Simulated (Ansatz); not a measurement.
```yaml
crystal:
  periodic: [false, false, false]
  atoms:
    - {symbol: F, position_ang: [-0.453994, 0.336591, 2.486111]}
    - {symbol: B, position_ang: [0.294552, 0.420051, 1.709428]}
    - {symbol: F, position_ang: [1.330377, 1.398572, 1.439964]}
    - {symbol: C, position_ang: [0.347766, -0.700086, 0.275466]}
    - {symbol: O, position_ang: [1.282765, -0.657936, -0.642725]}
    - {symbol: Ge, position_ang: [-0.292702, 0.153543, -1.453987]}
    - {symbol: H, position_ang: [-0.276363, -1.629216, 0.522017]}
    - {symbol: H, position_ang: [-1.106000, -0.859887, -2.404604]}
    - {symbol: H, position_ang: [-0.225539, 1.741582, -1.772203]}
basis:
  gaussian: {orbitals: def2-TZVPP}
magnetization: {spin_polarized: true, initial_magnetization: 2}
hamiltonian: {xc: {name: LC-wPBE}}
scf: {lower_state_search: full}
relax: {f_tol: 0.0001, max_steps: 2}
output: {forces: true}
```

```sh
$ ansatz run in.yaml --threads 4 --pin off --events-out ev --progress --plain --max-ram 10444MiB
```

(1) How does Ansatz answer? (Estimate.)

Answers

(1) Computed: The calculation stopped without meeting its thresholds.
```
Functional definition: LC-wPBE
1347 factors; their error is unknown
479 factors; integrals over basis functions are off by at most 2.4e-6 eV
mean field evaluation 1: about -65740.9370 eV, gradient 4.4e1 eV
mean field evaluation 2: about -65738.3866 eV, gradient 5.6e1 eV
mean field evaluation 4: about -65747.2517 eV, gradient 3.3e0 eV
mean field evaluation 8: about -65747.4490 eV, gradient 6.5e-1 eV
mean field evaluation 16: about -65747.6214 eV, gradient 2.3e-1 eV
mean field evaluation 32: about -65747.4794 eV, gradient 2.6e0 eV
mean field evaluation 64: about -65747.6214 eV, gradient 7.6e-2 eV
mean field -65747.62155957 eV, -2416.1805269757 hartree, gradient 1.0e-5 eV, S^2 2.017389; 8 other end points of the search recorded, 0 dependent functions left out
reference -65747.62155958 eV, -2416.1805269761 hartree; 37, 35 occupied and 208, 210 virtual orbitals, 1347 factors
relax step   1: F+E_penalty+E_count = -65747.62155957 eV  Δ(F+E_penalty+E_count) = +0.000e0 eV  max|allowed force component| = 2.012e1 eV/Å  Δτ_max = 0.0000 Å  (266 SCF iters, accepted)
1347 factors; their error is unknown
479 factors; integrals over basis functions are off by at most 2.5e-6 eV
mean field -65750.67457432 eV, -2416.2927231984 hartree, gradient 2.0e-5 eV, S^2 2.012183; 0 other end points of the search recorded, 0 dependent functions left out
reference -65750.67457433 eV, -2416.2927231987 hartree; 37, 35 occupied and 208, 210 virtual orbitals, 1347 factors
relax step   2: F+E_penalty+E_count = -65750.67457432 eV  Δ(F+E_penalty+E_count) = -3.053e0 eV  max|allowed force component| = 4.805e0 eV/Å  Δτ_max = 0.1947 Å  (68 SCF iters, accepted)
Error: geometry relaxation did not converge after 2 steps: max|allowed force component| = 4.80e0 eV/Å (threshold 1.0e-4). Raise `relax.max_steps` over both its present limit and 2, loosen `relax.f_tol`, or start from a geometry closer to equilibrium. Where this run's directory can be resumed (`checkpoint.write`), a resume goes on for up to `relax.max_steps` more
```
